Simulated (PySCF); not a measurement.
This PySCF input asks for the NMR shieldings of `CC[C@H]1CSBS1`, C$_{4}$H$_{9}$BS$_{2}$; the geometry comes from GFN2-xTB.

```python
import basis_set_exchange as bse
import numpy as np
from pyscf import gto, dft
from pyscf.prop import nmr

atoms = """
C    -2.117342   -0.837574   -0.210959
C    -1.223913    0.142601    0.537298
C     0.180036    0.203459   -0.052280
C     1.010713    1.307141    0.572836
S     2.802024    1.040364    0.262096
B     2.700114   -0.731020    0.207252
S     1.067227   -1.412391    0.182137
H    -3.103108   -0.871730    0.245928
H    -1.686439   -1.835232   -0.183935
H    -2.228021   -0.536710   -1.250512
H    -1.658991    1.144689    0.492274
H    -1.155519   -0.149590    1.587273
H     0.126250    0.339403   -1.137200
H     0.750294    2.281886    0.163259
H     0.881117    1.326142    1.656903
H     3.647959   -1.402494    0.183703
"""
names = dict.fromkeys(["C", "S", "B", "H"], "pcSseg-1")
basis = {el: gto.basis.parse(bse.get_basis(n, elements=[el], fmt="nwchem")) for el, n in names.items()}
mol = gto.M(atom=atoms, basis=basis, charge=0, verbose=0)
mf = dft.RKS(mol, xc="PBE0")
mf.grids.level = 2
mf.grids.alignment = dft.numint.BLKSIZE   # the property module wants whole blocks of grid points
mf.conv_tol = 1e-9
mf.kernel()

calc = nmr.RKS(mf)   # GIAO
C = mf.mo_coeff
Co = C[:, mf.mo_occ > 0]
resp = mf.gen_response(singlet=True, hermi=2)
def vind(x):   # induced exchange potential for any number of trial vectors
    d = np.einsum("pi,xij,qj->xpq", C, 2 * x.reshape(-1, C.shape[1], Co.shape[1]), Co, optimize=True)
    return np.einsum("xpq,pi,qj->xij", resp(d - d.transpose(0, 2, 1)), C, Co, optimize=True).ravel()
mo1, _ = nmr.rhf.solve_mo1(calc, with_cphf=vind)
sigma = calc.kernel(mo1)
for i, s in enumerate(sigma):   # ppm
    w = np.linalg.eigvalsh((s + s.T) / 2)
    print("%2d %-2s iso %8.1f  s11 %8.1f  s22 %8.1f  s33 %8.1f" % (i, mol.atom_pure_symbol(i), w.mean(), *w))
```

Question: What does it print?

Answer: 
```
 0 C  iso    168.9  s11    157.4  s22    162.5  s33    186.9
 1 C  iso    153.9  s11    140.1  s22    150.7  s33    170.8
 2 C  iso    119.7  s11     70.6  s22    137.2  s33    151.2
 3 C  iso    139.1  s11     95.0  s22    156.7  s33    165.5
 4 S  iso    400.9  s11    288.0  s22    358.1  s33    556.6
 5 B  iso     41.7  s11     -5.9  s22     18.0  s33    113.0
 6 S  iso    374.2  s11    248.7  s22    400.4  s33    473.4
 7 H  iso     30.4  s11     25.5  s22     27.2  s33     38.3
 8 H  iso     30.3  s11     24.7  s22     31.1  s33     35.0
 9 H  iso     30.7  s11     26.5  s22     28.5  s33     37.1
10 H  iso     29.8  s11     23.8  s22     29.9  s33     35.8
11 H  iso     30.1  s11     26.2  s22     30.1  s33     34.0
12 H  iso     28.2  s11     25.5  s22     26.8  s33     32.3
13 H  iso     28.5  s11     22.6  s22     27.9  s33     35.1
14 H  iso     28.9  s11     22.8  s22     29.6  s33     34.3
15 H  iso     25.1  s11     24.8  s22     25.3  s33     25.3
```

These numbers come from an equivalent density-fitted implementation of the same equations, which agrees with the script to about 0.01 ppm for H and up to a few tenths of a ppm for heavy atoms, so last digits may differ.

Size and cost of the density-fitted run: 178 basis functions, 44 s wall time on 1 thread of an Intel Xeon Platinum 8488C, shared host; peak memory 0.82 GiB.
